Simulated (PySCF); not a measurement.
## Spinor energies of Ne²⁺ (neon, charge +2)

Start: [He] 2s1 2p5; 2s1/2 filled at m_j = +1/2; 2p1/2 filled at m_j = -1/2, +1/2; 2p3/2 filled at m_j = -1/2, +1/2, +3/2. Calculated with PySCF 2.14 in x2c-TZVPall-2c (5s3p2d1f, 31 functions): generalised Hartree-Fock with the X2C-1e Hamiltonian and a Gaussian nucleus; one run each with spin-orbit coupling (SO) switched off, then screened by Boettger's factors. This is a chosen level, not necessarily the ground level.

| spinor shell | electrons | ε, spin-free (eV) | ε, screened SO (eV) | weight of nominal j (screened SO) | rms radius, screened SO (bohr) |
| --- | --- | --- | --- | --- | --- |
| 1s1/2 | 2 | -942.51 | -942.50 | 1.000 | 0.183 |
| 2s1/2 | 1 | -99.518 | -99.511 | 1.000 | 0.890 |
| 2p1/2 | 2 | -66.130 | -65.491 | 0.666 | 0.919 |
| 2p3/2 | 3 | -66.130 | -66.561 | 0.777 | 0.914 |

```
   quantity   spin-free  screened SO
E (hartree)  -125.53225   -125.53370
        M_J           2            2
       ⟨J²⟩       6.005        6.005
       ⟨L²⟩       2.001        2.001
       ⟨S²⟩       2.004        2.004
```

Each row is a mean over spinors that exchange with the open shell spreads, by up to 10.239 eV (2p1/2).

Rows whose weight is well below 1 are mixtures of j = l ± 1/2: exchange outweighs spin-orbit coupling there, and the label is only the starting occupation.

Without spin-orbit coupling the j labels of p, d and f shells carry no meaning; the spin-free column gives the mean over the occupied spinors of each nl shell.
